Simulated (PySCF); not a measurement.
Species: InMe2F, C₂H₆FIn.
Bonds: In1–C2, In1–C6, In1–F10. Hydrogens: H3, H4, H5 on C2; H7, H8, H9 on C6.

Method: PySCF 2.14.0, PBE0-D3(BJ)/def2-SVP geometry optimisation, gas phase, def2 core potentials past Kr; density fitting, grid level 1; the optimiser is geomeTRIC in internal coordinates, started from a GFN2-xTB structure with every atom displaced at random (about 0.03 Å).

Geometry at step 2:
```
atom  x, y, z in Å
In1    -0.2713   -0.5047   -0.0059
C2      1.8641   -0.7790   -0.0174
H3      2.2714   -0.3503    0.9167
H4      2.2944   -0.2341   -0.8637
H5      2.1428   -1.8391   -0.0857
C6     -1.5679    1.2256    0.0051
H7     -1.4113    1.7773   -0.9354
H8     -1.2573    1.8705    0.8402
H9     -2.6220    0.9432    0.1173
F10    -1.3181   -2.1862    0.0332
```

Q: What forces act on the atoms?

A: 
```csv
atom,Fx (eV/Å),Fy (eV/Å),Fz (eV/Å)
In1,-0.097,0.134,0.004
C2,-0.059,-0.032,0.270
H3,-0.029,-0.085,-0.158
H4,0.083,0.097,-0.130
H5,-0.061,-0.005,0.017
C6,0.277,-0.101,-0.021
H7,-0.102,0.003,0.048
H8,-0.074,0.053,-0.005
H9,0.005,-0.030,-0.034
F10,0.058,-0.035,0.010
```

The largest, 0.30 eV/Å, acts on C6; the rms over all components is 0.098 eV/Å. The forces sum to zero within rounding, as they must for an isolated molecule in no field.

Q: Give the force on C6 in Eh/bohr and in nN.

A: 0.295 eV/Å ÷ 51.422 = 0.00574 Eh/bohr, and 0.295 eV/Å × 1.602 = 0.47 nN.

Q: How far is this geometry from the end of the optimisation?

A: 0.028 eV above it, and 0.105 Å rms away after alignment. The bonds farthest from their final lengths, with half the difference of the two atoms' forces along the bond (positive lengthens):

```tsv
bond	now (Å)	final (Å)	force along bond (eV/Å)
In1–C6	2.162	2.145	-0.21
In1–C2	2.153	2.145	+0.03
C2–H3	1.106	1.100	-0.19
C2–H4	1.095	1.100	+0.21
In1–F10	1.981	1.984	+0.03
C6–H7	1.101	1.100	-0.03
```

The angle farthest from its final value is C2–In1–C6, 134.2° against 140.5°.

The cost below is that of the whole optimisation. The run took 48 s on AMD EPYC 7R43, one thread, no GPU, shared host, and the process peaked at 0.38 GiB of memory.
